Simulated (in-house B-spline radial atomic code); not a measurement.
**BLYP excitations of P VI (P5+)**

Method: BLYP. Computed with an all-electron radial atomic-structure program (B-spline basis): linear response of the closed shell [He] 2s2 2p6 with the functional's adiabatic kernel; scalar-relativistic (spin-free one-electron X2C), finite nucleus, no spin-orbit coupling, no double excitations, S, P, D and F terms only. Only terms of natural parity with L up to 3 were computed.

Command:
```bash
python run_td.py task.json out
```
Settings (radii: box in bohr, nucleus in fm):
```
Z                        15
electrons                10
configuration            [He] 2s2 2p6
hamiltonian              x2c
method                   b88,lyp
box_radius               16.35
rms_radius               3.1889
intervals                72
```

Cost of the run: 0.4 s on 1 thread of Arm Neoverse N1, with other jobs on the host.

The lowest states, in the order of their Tamm-Dancoff energies; the method's threshold (minus the highest occupied level) is 199.93 eV. Labels give the largest channel, * marks a mixed state, and oscillator strengths are full-response dipole values. Semilocal kernels can invert the small singlet-triplet splittings of Rydberg terms. Energies in eV:

| state | full response | Tamm-Dancoff | oscillator strength |
| --- | --- | --- | --- |
| 2p → 3s 3P | ? | ? | - |
| 2p → 3s 1P | 127.78 | 127.81 | 0.181 |
| 2p → 3p 3S | 136.69 | 136.73 | - |
| 2p → 3p 3D | 137.51 | 137.52 | - |
| 2p → 3p 1D | 138.78 | 138.78 | - |
| 2p → 3p 1S | 144.83 | 145.33 | - |
| 2p → 3d 3P | 152.68 | 152.69 | - |
| 2p → 3d 3F | 152.78 | 152.79 | - |
| 2p → 3d 1F | 153.74 | 153.74 | - |
| 2p → 3d 1P | ? | ? | ? |
| 2p → 4s 3P | 166.59 | 166.59 | - |
| 2p → 4s 1P | 166.95 | 166.96 | 0.0336 |
| 2p → 4p 3S | 170.19 | 170.20 | - |
| 2p → 4p 3D | 170.46 | 170.46 | - |
| 2p → 4p 1D | 170.78 | 170.78 | - |
| 2p → 4p 1S | 172.06 | 172.14 | - |

Question: Where does 2p → 3d 1P lie?

Answer: At 155.81 eV in full response, 155.91 eV in Tamm-Dancoff, oscillator strength 1.1.

Question: Where does 2p → 3s 3P lie?

Answer: At 126.31 eV in full response, 126.32 eV in Tamm-Dancoff.

Question: How large is the singlet-triplet splitting of 2p → 3s (P terms) in Tamm-Dancoff?

Answer: 1.49 eV, from the unrounded values.

Question: What polarisabilities and dispersion coefficient does the method give?

Answer: Dipole 0.1105 bohr³, quadrupole 0.058 bohr⁵, C6 0.06732 hartree·bohr⁶ for two such species.
